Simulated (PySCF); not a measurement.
An unknown gives this computed stick spectrum. Method: TDDFT wB97X-D/def2-SVPD, vertical, gas phase, core orbitals frozen in the response (PySCF 2.14.0, density-fitted response routines). Geometries: PBE0-D3(BJ)/def2-SVP, one conformer each.

| state | E (eV) | f | main configurations (H = HOMO, L = LUMO) |
| --- | --- | --- | --- |
| S1 | 6.95 | 0.012 | H→L (81%) |
| S2 | 7.14 | 0.322 | H→L+1 (97%) |
| S3 | 7.29 | 0.017 | H-1→L (58%), H→L+2 (16%), H-1→L+2 (11%) |
| S4 | 7.56 | 0.0018 | H-2→L+1 (80%), H-3→L+1 (15%) |
| S5 | 7.71 | 0.022 | H-1→L+1 (94%) |
| S6 | 8.03 | 0.033 | H→L+3 (49%), H→L+2 (22%), H-1→L+2 (8%) |
| S7 | 8.27 | 0.0023 | H-1→L+2 (21%), H→L+2 (19%), H-1→L+3 (16%) |
| S8 | 8.30 | 0.027 | H-2→L (81%) |
| S9 | 8.35 | 0.0063 | H→L+4 (58%), H-1→L+2 (14%), H→L+3 (13%) |
| S10 | 8.51 | 0.044 | H-1→L+3 (29%), H→L+5 (18%), H-1→L+4 (13%) |

Triplets computed (Tamm–Dancoff): 5.54, 6.93, 7.11, 7.21 eV.

Orbital energies (eV): HOMO-3 -10.93, HOMO-2 -10.26, HOMO-1 -9.44, HOMO -8.94, LUMO 2.04, LUMO+1 2.49, LUMO+2 2.68.

Question: Which candidate is it?
A. `CCCCCC#N`
B. `COCBN(C)C`
C. `C1[C@H]2[C@@H](CN1)CC2`

Answer: B. Its S1 lies at 6.95 eV; the nearest of the others has S1 at 6.34 eV. S1 is HOMO→LUMO (81%). Löwdin shares by element: HOMO nitrogen 42%, boron 9%, oxygen 8%, carbon 8% or more (atoms not listed hold the other 33%); LUMO boron 50%, carbon 16% or more (atoms not listed hold the other 34%). At the same level the other candidates give, for their lowest levels:
- `C1C[C@H]2CNC[C@@H]12`: 6.34 eV (f 0.008); 7.42 eV (f 0.075); 7.45 eV (f 0.004); 7.67 eV (f 0.000); 8.09 eV (f 0.018); T1 6.17 eV; HOMO -8.31, LUMO 2.42 eV
- `CCCCCC#N`: 7.70 eV (f 0.000); 8.06 eV (f 0.005); 8.07 eV (f 0.001); 9.03 eV (f 0.004); 9.08 eV (f 0.003); HOMO -11.04, LUMO 2.01 eV

The values belong to the conformer `[CH3:1][O:2][CH2:3][BH:4][N:5]([CH3:6])[CH3:7]`: C1–O2–C3–B4 -179°, O2–C3–B4–N5 0°, C3–B4–N5–C6 -179°.

Without π bonds the low states are Rydberg-like; a valence basis with one diffuse set may place them up to an eV too high.
